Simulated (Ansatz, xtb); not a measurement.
**CHPSe: which of two isomers lies lower**

Structure I: `C1=P[Se]1`, a singlet. Structure II: `P#C[SeH]`, a singlet. Both are isolated molecules in the gas phase, relaxed with r2SCAN-D4/def2-SVP.

Energies in hartree; the thermal terms are from r2SCAN-D4/def2-SVP harmonic frequencies (ideal gas, rigid rotor, one conformer each, 600 K, 1 atm) and include the zero-point energy:

|  | I | II |
| --- | --- | --- |
| E, CCSD(T)/def2-TZVPP | −2779.604541 | −2779.606234 |
| zero-point energy | 0.015700 | 0.012895 |
| H(600 K) − E | 0.027058 | 0.025098 |
| G(600 K) − E | −0.046668 | −0.049777 |

Task: Work out ΔE, ΔE₀, ΔH and ΔG for I → II in kJ/mol (1 Eh = 2625.50 kJ/mol) and the equilibrium ratio [II]/[I].

Result: 1. ΔE = −2779.606234 − (−2779.604541) = −0.001693 Eh = −4.44 kJ/mol.
2. ΔE₀ = ΔE + ΔZPE = −0.001693 + (−0.002805) Eh = −11.81 kJ/mol.
3. ΔH = ΔE + (−0.001960) Eh = −9.59 kJ/mol.
4. ΔG = ΔE + (−0.003109) Eh = −12.61 kJ/mol, so ΔS = (ΔH − ΔG)/T = +5.0 J/(mol K).
5. kT = 1.9001 mEh, so K = [II]/[I] = exp(−ΔG/kT) = exp(+2.53) ≈ 13.

Structure II is favoured at this temperature. An error of 4 kJ/mol in ΔG would change K by a factor of 2.2. GFN2-xTB, HF/STO-3G gave ΔE the other sign. Mirror images and further conformers aren't counted.

As drawn, II has 1 C≡P, 1 Se–H in place of 1 C=P, 1 P–Se, 1 C–H. Structure I has a 3-membered ring, II no ring.

Other levels gave ΔE = +62.5 (GFN2-xTB); +9.5 (HF/STO-3G, GFN2-xTB geometries); −5.5 (r2SCAN-D4/def2-SVP//GFN2-xTB); −2.4 (r2SCAN-D4/def2-SVP); −16.1 (HF/def2-TZVPP); −10.7 (MP2/def2-TZVPP) kJ/mol. The correlated steps freeze 15 core orbitals; the filled d shell of Se is correlated, in a basis made for valence electrons. Programs: Ansatz 0.2.0, xtb 6.7.1.
